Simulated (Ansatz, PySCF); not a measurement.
C5H4F2, SMILES C#CC(F)(F)C=C. Atoms are numbered in the order given.

```xyz
11

C     -2.3501    -0.4500     0.1462
C     -1.2099    -0.0528     0.1032
C      0.1792     0.4260     0.0500
F      0.4854     1.0364     1.2265
F      0.2828     1.3873    -0.9069
C      1.2088    -0.6305    -0.2216
C      0.9568    -1.9221    -0.4094
H     -3.3680    -0.7940     0.1863
H      2.2264    -0.2271    -0.2526
H     -0.0638    -2.3136    -0.3760
H      1.7660    -2.6298    -0.6026
```
Charge 0, spin multiplicity 1.

The structure is a stationary point at PBE0-D3(BJ)/def2-SVP. The values are those of a single conformer.

Two levels are set side by side: PBE-D3(BJ)/def2-SVP (Ansatz, a quantum-chemistry and plane-wave program) and PBE0-D3(BJ)/def2-SVP (Ansatz). Each level has its own optimised geometry; the coordinates shown are those of the second. Frequencies come from the Hessian of PySCF at each geometry. Differences are taken from unrounded values.

```tsv
quantity	PBE0-D3(BJ)
mean bond length (Å)	1.258
bond C1–C2 (Å)	1.208
bond C2–C3 (Å)	1.470
bond C3–F4 (Å)	1.360
bond C3–F5 (Å)	1.360
bond C3–C6 (Å)	1.500
bond C6–C7 (Å)	1.329
bond C1–H8 (Å)	1.075
bond C6–H9 (Å)	1.095
bond C7–H10 (Å)	1.094
bond C7–H11 (Å)	1.092
highest harmonic wavenumber (cm⁻¹)	3486
mean harmonic wavenumber (cm⁻¹)	1210
zero-point energy (kcal/mol)	46.70
```

Q: What does PBE-D3(BJ) give, and how far is it from PBE0-D3(BJ)? (The exact figures need the calculation; the answer reports its results.)

A: 
```tsv
quantity	PBE-D3(BJ)	PBE-D3(BJ) minus PBE0-D3(BJ)
mean bond length (Å)	1.269	0.011
bond C1–C2 (Å)	1.220	0.012
bond C2–C3 (Å)	1.472	0.002
bond C3–F4 (Å)	1.382	0.021
bond C3–F5 (Å)	1.382	0.022
bond C3–C6 (Å)	1.507	0.007
bond C6–C7 (Å)	1.340	0.011
bond C1–H8 (Å)	1.082	0.007
bond C6–H9 (Å)	1.103	0.008
bond C7–H10 (Å)	1.102	0.008
bond C7–H11 (Å)	1.100	0.008
highest harmonic wavenumber (cm⁻¹)	3403	-82
mean harmonic wavenumber (cm⁻¹)	1162	-48
zero-point energy (kcal/mol)	44.85	-1.85
```

GGA bonds tend to be longer and softer than those of functionals with exact exchange. Differences between two approximate levels are no errors against the true value.
